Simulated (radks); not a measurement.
Valence configurations of Lu II (all share [Xe]). Calculated with a radial shooting solver on a logarithmic mesh with Libxc functionals: scalar-relativistic Kohn-Sham, PBE, spin-polarised, spherical densities, finite nucleus; open shells are filled with parallel spins first (spin-orbit coupling, left out, can overturn this in heavy ions); Fermi nuclear charge, rms radius 5.37 fm. Energies are relative to 4f14 6s2; eigenvalues in eV for spin up.

\begin{tabular}{lrrrrrr}
valence & E (eV) & moment (Bohr magnetons) & e(4f) & e(5d) & e(6p) & e(6s) \\ \hline
4f14 6s2 & 0.000 & 0 & -18.478 & - & - & -11.049 \\
4f14 5d1 6s1 & 1.482 & 2 & -16.307 & -8.351 & - & -10.749 \\
4f14 6s1 6p1 & 3.893 & 2 & -19.877 & - & -7.725 & -12.394 \\
4f13.5 6s2 6p0.5 & 7.096 & 1 & -24.428 & - & -7.557 & -12.429 \\
4f13.5 6s1 6p1.5 & 11.090 & 3 & -25.721 & - & -8.561 & -13.630 \\
4f13 6s2 6p1 & 16.545 & 2 & -30.657 & - & -8.452 & -13.719 \\
4f13 5d0.5 6s1 6p1.5 & 18.021 & 4 & -29.839 & -13.696 & -8.726 & -14.021 \\
4f12.5 6s2 6p1.5 & 28.508 & 3 & -37.141 & - & -9.280 & -14.944 \\
4f12 5d2 6s2 & 29.138 & 4 & -35.085 & -12.934 & - & -12.597 \\
4f12 5d0.5 6s2 6p1.5 & 39.105 & 4 & -41.648 & -17.112 & -9.426 & -15.296 \\
\end{tabular}

NIST lists [Xe] 4f14 6s2 as the ground configuration; this level of theory agrees among the configurations tried. The energies are those of spherical high-spin densities, not of single terms.
